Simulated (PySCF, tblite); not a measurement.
Compound: C5H2N2.
Atom-mapped SMILES: `[N:1]#[C:2][C:3]1=[CH:4][C@H:5]1[C:6]#[N:7]` (hydrogens: H8 on C4; H9 on C5)

Computed with GFN2-xTB (tblite), gas phase: Langevin dynamics at 400 K from the optimised GFN2-xTB geometry, time step 0.5 fs, friction 0.01 fs⁻¹, 2000 steps. Over the second half of the run the saved frames average 418 K.

Frame at 250 fs, instantaneous temperature 475 K:
```
atom  x, y, z in Å
N1      2.916   -0.209    0.932
C2      1.890   -0.589    0.554
C3      0.578   -0.895    0.207
C4     -0.543   -1.468    0.233
C5     -0.449   -0.275   -0.761
C6     -1.021    0.973   -0.454
N7     -1.554    1.893   -0.020
H8     -1.268   -2.029    0.776
H9     -0.418   -0.391   -1.896
```

Frame at 425 fs, instantaneous temperature 424 K:
```
atom  x, y, z in Å
N1      3.095   -1.120    0.280
C2      1.980   -0.953    0.428
C3      0.618   -0.876    0.345
C4     -0.522   -1.513    0.344
C5     -0.448   -0.434   -0.763
C6     -0.988    0.824   -0.558
N7     -1.361    1.858   -0.249
H8     -1.095   -2.205    0.839
H9     -0.414   -0.666   -1.799
```

Frame at 625 fs, instantaneous temperature 267 K:
```
atom  x, y, z in Å
N1      2.614   -0.682    0.984
C2      1.582   -1.029    0.517
C3      0.364   -1.113    0.036
C4     -0.884   -1.425    0.298
C5     -0.777   -0.196   -0.569
C6     -0.975    1.169   -0.050
N7     -1.071    2.192    0.409
H8     -1.559   -1.930    0.929
H9     -0.760   -0.320   -1.673
```

Frame at 800 fs, instantaneous temperature 490 K:
```
atom  x, y, z in Å
N1      2.503   -0.534    1.209
C2      1.505   -0.617    0.592
C3      0.222   -0.766    0.145
C4     -1.020   -0.984    0.569
C5     -0.913    0.248   -0.296
C6     -1.111    1.464    0.373
N7     -1.516    2.400    0.948
H8     -1.788   -1.639    0.655
H9     -1.070    0.222   -1.377
```

Frame at 1000 fs, instantaneous temperature 342 K:
```
atom  x, y, z in Å
N1      2.349   -0.395    1.319
C2      1.225   -0.357    0.996
C3     -0.075   -0.230    0.539
C4     -1.317   -0.647    0.453
C5     -1.014    0.402   -0.494
C6     -1.421    1.713   -0.126
N7     -1.787    2.728    0.232
H8     -2.006   -1.327    0.746
H9     -0.880    0.261   -1.602
```

Q: What do single points at PBE0/def2-SVPD (PySCF, gas phase, TDDFT, vertical, frozen core in the response) give on these frames?

A: 
| t (fs) | GFN2-xTB E above start (eV) | DFT E above lowest frame (eV) | HOMO (eV) | LUMO (eV) | dipole (D) | S1 (eV) | f(S1) |
| --- | --- | --- | --- | --- | --- | --- | --- |
| 250 | 0.34 | 0.06 | -8.94 | -2.68 | 4.74 | 4.80 | 0.010 |
| 425 | 0.37 | 0.31 | -8.96 | -2.75 | 4.23 | 4.73 | 0.007 |
| 625 | 0.56 | 0.33 | -8.77 | -2.96 | 5.15 | 4.41 | 0.011 |
| 800 | 0.64 | 0.63 | -8.72 | -3.41 | 5.10 | 3.88 | 0.004 |
| 1000 | 0.22 | 0.00 | -8.96 | -2.85 | 4.64 | 4.86 | 0.004 |

Both levels order the frames alike by energy; measured from each level's lowest frame they differ by 0.21 eV at most. The HOMO–LUMO gap runs from 5.31 to 6.26 eV. These are instantaneous structures, not minima.

The cost below is that of the whole dynamics run. The run took 4.8 s wall on one thread of an Intel Xeon 6975P-C, shared host with 192 logical CPUs at a one-minute load of 58, and the process peaked at 0.19 GiB of memory.
